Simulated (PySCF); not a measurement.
3,4-dimethylphosphinine, C₇H₉P.
SMILES with atom numbers: `[CH3:1][c:2]1[cH:3][cH:4][p:5][cH:6][c:7]1[CH3:8]` (hydrogens: H9, H10, H11 on C1; H12 on C3; H13 on C4; H14 on C6; H15, H16, H17 on C8)

The same species was optimised twice, with GFN2-xTB and with PBE0-D3(BJ)/def2-SVP (PySCF), and the same property calculations (PySCF, gas phase) were run on both structures.

```tsv
coordinate	GFN2-xTB	PBE0-D3(BJ)/def2-SVP	change
C2–C7 (Å)	1.401	1.414	+0.013
C6–C7 (Å)	1.383	1.395	+0.012
C3–C4 (Å)	1.378	1.390	+0.012
C2–C3 (Å)	1.390	1.400	+0.010
P5–C6 (Å)	1.732	1.735	+0.003
C7–C8 (Å)	1.501	1.504	+0.003
C4–P5 (Å)	1.731	1.733	+0.002
C1–C2 (Å)	1.499	1.501	+0.002
C6–C7–C8 (°)	118.6	119.2	+0.6
C2–C7–C6 (°)	122.2	121.7	-0.5
P5–C6–C7 (°)	127.1	127.5	+0.4
C4–P5–C6 (°)	99.4	99.6	+0.2
C1–C2–C3 (°)	118.8	119.0	+0.2
C2–C3–C4 (°)	125.0	125.2	+0.2
C3–C2–C7 (°)	121.4	121.3	-0.1
C2–C7–C8 (°)	119.3	119.1	-0.2
```

Rotational constants: A = 2962, B = 1525, C = 1019 MHz (GFN2-xTB) against A = 2932, B = 1505, C = 1007 MHz (PBE0-D3(BJ)/def2-SVP). Point groups within 0.08 Å: Cs and Cs.

On the GFN2-xTB structure: HOMO (eV) -6.77 [PBE0/pcSseg-1]; LUMO (eV) -1.25 [PBE0/pcSseg-1]; dipole (D) 2.52 [PBE0/pcSseg-1]; GIAO shielding of C1 (ppm) 161.2 [PBE0/pcSseg-1]; GIAO shielding of C2 (ppm) 44.0 [PBE0/pcSseg-1]; GIAO shielding of C3 (ppm) 46.1 [PBE0/pcSseg-1]; GIAO shielding of C4 (ppm) 23.2 [PBE0/pcSseg-1]; GIAO shielding of P5 (ppm) 99.5 [PBE0/pcSseg-1]; GIAO shielding of C6 (ppm) 21.8 [PBE0/pcSseg-1]; GIAO shielding of C7 (ppm) 39.7 [PBE0/pcSseg-1]; GIAO shielding of C8 (ppm) 159.6 [PBE0/pcSseg-1].

Question: What do these properties become on the PBE0-D3(BJ)/def2-SVP structure?

Answer: 
```json
{"property": "HOMO (eV)", "level": "PBE0/pcSseg-1", "on GFN2-xTB": "-6.77", "on PBE0-D3(BJ)/def2-SVP": "-6.78", "change": "-0.01"}
{"property": "LUMO (eV)", "level": "PBE0/pcSseg-1", "on GFN2-xTB": "-1.25", "on PBE0-D3(BJ)/def2-SVP": "-1.28", "change": "-0.03"}
{"property": "dipole (D)", "level": "PBE0/pcSseg-1", "on GFN2-xTB": "2.52", "on PBE0-D3(BJ)/def2-SVP": "2.53", "change": "+0.01"}
{"property": "energy, GFN2-xTB geometry as zero (kcal/mol)", "level": "PBE0/pcSseg-1", "on GFN2-xTB": "0.0", "on PBE0-D3(BJ)/def2-SVP": "-0.3", "change": "-0.3"}
{"property": "GIAO shielding of C1 (ppm)", "level": "PBE0/pcSseg-1", "on GFN2-xTB": "161.2", "on PBE0-D3(BJ)/def2-SVP": "159.6", "change": "-1.6"}
{"property": "GIAO shielding of C2 (ppm)", "level": "PBE0/pcSseg-1", "on GFN2-xTB": "44.0", "on PBE0-D3(BJ)/def2-SVP": "41.0", "change": "-3.0"}
{"property": "GIAO shielding of C3 (ppm)", "level": "PBE0/pcSseg-1", "on GFN2-xTB": "46.1", "on PBE0-D3(BJ)/def2-SVP": "43.3", "change": "-2.8"}
{"property": "GIAO shielding of C4 (ppm)", "level": "PBE0/pcSseg-1", "on GFN2-xTB": "23.2", "on PBE0-D3(BJ)/def2-SVP": "21.6", "change": "-1.6"}
{"property": "GIAO shielding of P5 (ppm)", "level": "PBE0/pcSseg-1", "on GFN2-xTB": "99.5", "on PBE0-D3(BJ)/def2-SVP": "99.4", "change": "-0.1"}
{"property": "GIAO shielding of C6 (ppm)", "level": "PBE0/pcSseg-1", "on GFN2-xTB": "21.8", "on PBE0-D3(BJ)/def2-SVP": "20.1", "change": "-1.7"}
{"property": "GIAO shielding of C7 (ppm)", "level": "PBE0/pcSseg-1", "on GFN2-xTB": "39.7", "on PBE0-D3(BJ)/def2-SVP": "36.6", "change": "-3.1"}
{"property": "GIAO shielding of C8 (ppm)", "level": "PBE0/pcSseg-1", "on GFN2-xTB": "159.6", "on PBE0-D3(BJ)/def2-SVP": "158.2", "change": "-1.4"}
```

The heavy atoms differ by 0.011 Å rms after alignment. Among bonds between heavy atoms C2–C7, C3–C4 and C6–C7 change most and about equally (+0.012 to +0.013 Å). Changes are differences of the printed values. Neither structure is proved a minimum here.
